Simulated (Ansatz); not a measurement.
Total energies of `[CH3][Zn-]1[O]C(C(F)(F)F)=CC(C(F)(F)F)=[O+]1`.

| atom | x (Å) | y (Å) | z (Å) |
| --- | --- | --- | --- |
| C1 | 2.0534 | -3.1321 | 0.8002 |
| Zn2 | 1.0136 | -1.5476 | 0.3953 |
| O3 | -0.0804 | -0.2825 | 1.4578 |
| C4 | -0.6969 | 0.7142 | 1.0153 |
| C5 | -1.4545 | 1.4935 | 2.1046 |
| F6 | -0.6010 | 1.9202 | 3.0326 |
| F7 | -2.1010 | 2.5533 | 1.6202 |
| F8 | -2.3473 | 0.6989 | 2.6909 |
| C9 | -0.7639 | 1.1663 | -0.2988 |
| C10 | -0.1020 | 0.5046 | -1.3283 |
| C11 | -0.2192 | 1.0592 | -2.7589 |
| F12 | 0.9889 | 1.3694 | -3.2242 |
| F13 | -0.9792 | 2.1519 | -2.8239 |
| F14 | -0.7521 | 0.1385 | -3.5591 |
| O15 | 0.6074 | -0.5250 | -1.2529 |
| H16 | 1.4362 | -3.8716 | 1.3137 |
| H17 | 2.8914 | -2.8790 | 1.4527 |
| H18 | 2.4476 | -3.5800 | -0.1130 |
| H19 | -1.3410 | 2.0478 | -0.5240 |

Total charge 0; spin multiplicity 1. For Zn the d shell is correlated and the shells below it are frozen. Scalar relativity is left out up to krypton. The geometry is a stationary point of PBE0-D4/def2-TZVP. Basis def2-TZVPP, the Gaussian-basis code of Ansatz.

RPA on PBE orbitals: Hartree–Fock energy of these orbitals -2753.94813 Eh, correlation -4.99672 Eh (frozen core).

```json
{"functional": "LDA (SPW92)", "energy without D4 (Eh)": "-2750.62538", "D4 term (kJ/mol)": "–"}
{"functional": "PBE", "energy without D4 (Eh)": "-2759.16098", "D4 term (kJ/mol)": "-53.0"}
{"functional": "revPBE", "energy without D4 (Eh)": "-2759.97708", "D4 term (kJ/mol)": "-166.1"}
{"functional": "BLYP", "energy without D4 (Eh)": "-2760.35677", "D4 term (kJ/mol)": "-115.1"}
{"functional": "r2SCAN", "energy without D4 (Eh)": "-2759.97984", "D4 term (kJ/mol)": "-14.7"}
{"functional": "B97M-V", "energy without D4 (Eh)": "-2759.82399", "D4 term (kJ/mol)": "–"}
{"functional": "PBE0", "energy without D4 (Eh)": "-2759.18140", "D4 term (kJ/mol)": "-45.2"}
{"functional": "B3LYP", "energy without D4 (Eh)": "-2760.46697", "D4 term (kJ/mol)": "-83.9"}
{"functional": "r2SCANh", "energy without D4 (Eh)": "-2759.90698", "D4 term (kJ/mol)": "-15.5"}
{"functional": "r2SCAN0", "energy without D4 (Eh)": "-2759.80269", "D4 term (kJ/mol)": "-17.0"}
{"functional": "HSE06 (plane-wave form)", "energy without D4 (Eh)": "-2759.13794", "D4 term (kJ/mol)": "-42.1"}
{"functional": "BHLYP", "energy without D4 (Eh)": "-2759.94663", "D4 term (kJ/mol)": "-61.2"}
{"functional": "CAM-B3LYP", "energy without D4 (Eh)": "-2760.24325", "D4 term (kJ/mol)": "-45.8"}
{"functional": "LC-ωPBE", "energy without D4 (Eh)": "-2759.62017", "D4 term (kJ/mol)": "–"}
{"functional": "ωB97X-V", "energy without D4 (Eh)": "-2759.94669", "D4 term (kJ/mol)": "–"}
{"functional": "ωB97M-V", "energy without D4 (Eh)": "-2760.08120", "D4 term (kJ/mol)": "–"}
{"functional": "B2PLYP", "energy without D4 (Eh)": "-2759.53950", "D4 term (kJ/mol)": "–"}
{"functional": "PBE-QIDH", "energy without D4 (Eh)": "-2758.80392", "D4 term (kJ/mol)": "–"}
```

B3LYP takes the VWN-RPA correlation (the form of Gaussian; ORCA's B3LYP/G). HSE06 is the plane-wave form, built on full-range PBE exchange. The double hybrids freeze the cores in their second-order part.

LC-ωPBE has ω = 0.4 bohr⁻¹.
